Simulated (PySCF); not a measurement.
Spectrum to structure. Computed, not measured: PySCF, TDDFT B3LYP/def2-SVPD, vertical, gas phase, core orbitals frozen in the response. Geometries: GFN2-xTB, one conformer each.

```tsv
state	λ (nm)	f
S1	222.0	0.0008
S2	167.7	0.140
S3	162.1	0.0001
S4	147.9	0.0029
S5	141.7	0.0025
S6	139.0	0.0077
S7	138.9	0.108
S8	137.2	0.039
```

Orbital energies (eV): HOMO-3 -11.88, HOMO-2 -11.39, HOMO-1 -9.76, HOMO -9.10, LUMO -2.08, LUMO+1 0.25, LUMO+2 0.71.

Task: Which structure fits? All have the formula C4HF5.
A. `FC1=C[C@@]1(F)C(F)(F)F`
B. `F[C@@H]1C(=C1F)C(F)(F)F`
C. `FC(F)(F)C1=CC1(F)F`

Result: C. Its S1, at 5.58 eV, is the lowest among the candidates; the nearest of the others has S1 at 6.57 eV. S1 is HOMO→LUMO (100%). Löwdin shares by element: HOMO carbon 39% or more, fluorine 33% or more (atoms not listed hold the other 27%); LUMO carbon 78% or more, hydrogen 6% (atoms not listed hold the other 15%). At the same level the other candidates give, for their lowest levels:
- `FC1=C[C@@]1(F)C(F)(F)F`: 177 nm (f 0.005); 164 nm (f 0.063); 158 nm (f 0.024); 154 nm (f 0.025); 146 nm (f 0.045); T1 5.11 eV; HOMO -9.03, LUMO -1.06 eV
- `FC1=C(C(F)(F)F)[C@H]1F`: 189 nm (f 0.004); 174 nm (f 0.088); 164 nm (f 0.034); 160 nm (f 0.027); 151 nm (f 0.089); T1 4.86 eV; HOMO -9.08, LUMO -1.45 eV

The values belong to the conformer `[F:1][C:2]([F:3])([F:4])[C:5]1=[CH:6][C:7]1([F:8])[F:9]`: F1–C2–C5–C6 120°.
Triplets come from the Tamm–Dancoff approximation.
